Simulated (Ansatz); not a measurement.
Relaxation of AlClFH3Si (7 atoms, charge 0, multiplicity 1), to a largest force component of 0.015 eV/Å in at most 40 steps.

The calculation used RKS B3LYP-D4/def2-SVP (Ansatz 0.2.0).

```xyz
7
Properties=species:S:1:pos:R:3
F -1.960 0.656 0.685
Si -0.378 0.936 0.332
Al 0.572 -1.115 -0.305
Cl 2.672 -1.322 -0.779
H -0.236 1.893 -0.789
H 0.305 1.478 1.526
H -0.376 -2.468 -0.314
```

Problem. Where does it end, and by what steps?

Solution. The forces met the threshold. After 6 steps the energy has fallen by 0.163 eV; H7 moved furthest, 0.19 Å.

| step | energy less start (eV) | largest force component (eV/Å) | accepted |
| --- | --- | --- | --- |
| 0 | 0.0000 | 1.818 | yes |
| 1 | -0.1453 | 0.258 | yes |
| 2 | -0.1594 | 0.132 | yes |
| 3 | -0.1616 | 0.069 | yes |
| 4 | -0.1621 | 0.069 | yes |
| 5 | -0.1625 | 0.080 | yes |
| 6 | -0.1627 | 0.004 | yes |

```xyz
7
Properties=species:S:1:pos:R:3
F -1.959 0.768 0.688
Si -0.367 0.952 0.334
Al 0.534 -1.245 -0.291
Cl 2.598 -1.296 -0.768
H -0.255 1.955 -0.770
H 0.308 1.531 1.536
H -0.259 -2.608 -0.375
```

The run took 27 s on 1 thread of Arm Neoverse V1 (shared host), peak memory 0.16 GiB.
